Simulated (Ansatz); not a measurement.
Born–Oppenheimer molecular dynamics of CH₈ClNSi (12 atoms, charge 0, multiplicity 1). It starts from a rough guess of a transition structure, not a stationary point.

Computed with Ansatz, UKS PBE-D4/6-31G.

| Quantity | Value |
| --- | --- |
| ensemble | NVE (velocity Verlet) |
| time step | 0.5 fs |
| steps asked | 150 |
| starting velocities drawn for | 300 K |
| seed | 937473 |

First frame:

```xyz
12
Properties=species:S:1:pos:R:3
Si -0.644 0.873 0.997
N 0.556 -0.545 -0.028
C 0.096 -0.918 -1.348
H -1.835 0.002 0.983
H -1.171 2.152 0.540
Cl -0.052 0.780 2.920
H 1.289 0.578 0.090
H 1.050 1.465 0.446
H 0.789 -1.382 0.500
H 0.865 -1.476 -1.890
H -0.814 -1.527 -1.312
H -0.128 -0.002 -1.898
```

How far do the bonds stretch over the last three quarters of this one trajectory? (Pairs bonded in most of those frames.)


```tsv
bond	mean (Å)	spread (Å)	shortest	longest
Si1–H4	1.544	0.037	1.48	1.63
Si1–H5	1.564	0.105	1.38	1.73
Si1–Cl6	2.408	0.113	2.16	2.54
Si1–H8	1.599	0.178	1.31	1.86
N2–C3	1.486	0.059	1.41	1.59
N2–H7	1.039	0.062	0.95	1.14
N2–H9	1.029	0.031	0.97	1.08
C3–H10	1.108	0.026	1.07	1.16
C3–H11	1.114	0.055	1.03	1.19
C3–H12	1.108	0.030	1.05	1.16
```

Mean temperature of the second half: 1149 K. The conserved energy stayed within 0.55 meV per atom of its start (net change 0.055 meV per atom), so the integration is sound. The system heated up, since it started high on the potential surface and ran downhill. A run of 0.075 ps of so small a system gives no equilibrium averages. The orbitals stay closed-shell, which can raise the energy where a bond breaks towards radicals; this wasn't checked here. Limits of this set-up: no polarisation functions.

Run time: 12 min on 1 thread of Arm Neoverse V1, with other jobs on the host, peak memory 0.13 GiB.
